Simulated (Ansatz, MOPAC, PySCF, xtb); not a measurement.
Dimer: HF (SMILES F) (first 2 atoms) with CH4S (SMILES CS); geometry from B3LYP-D3(BJ)/def2-TZVP, rigid monomers moved along the line of their centres of mass till H2···S4 is 3.03 Å.
(charge 0, multiplicity 1):
```tsv
atom	x (Å)	y (Å)	z (Å)
F	0.3113	0.5176	-0.5861
H	0.4766	0.0595	0.2238
C	0.2688	1.0426	3.6668
S	0.6661	-0.6649	3.1590
H	-0.0984	1.0636	4.6897
H	1.2032	1.5973	3.6097
H	-0.4508	1.4895	2.9858
H	-0.5809	-1.1603	3.2261
```

Counterpoise-corrected where a basis set is named; no monomer relaxation.

The state that AM1 reach isn't checked.

Codes used: Ansatz (a program for electronic structure) with Gaussian orbitals; MOPAC for AM1 (differences of heats of formation); PySCF for the dispersion terms; xtb for the GFN methods. 

Problem. One of these levels gives -1.50 kcal/mol for the interaction energy. Which one is it?
A. PBE-D4/def2-TZVPPD
B. AM1
C. GFN-FF
D. wB97M-V/def2-TZVPPD

Solution. B, AM1. The others give -3.17 (GFN-FF), -4.27 (PBE-D4/def2-TZVPPD), -3.80 (wB97M-V/def2-TZVPPD)
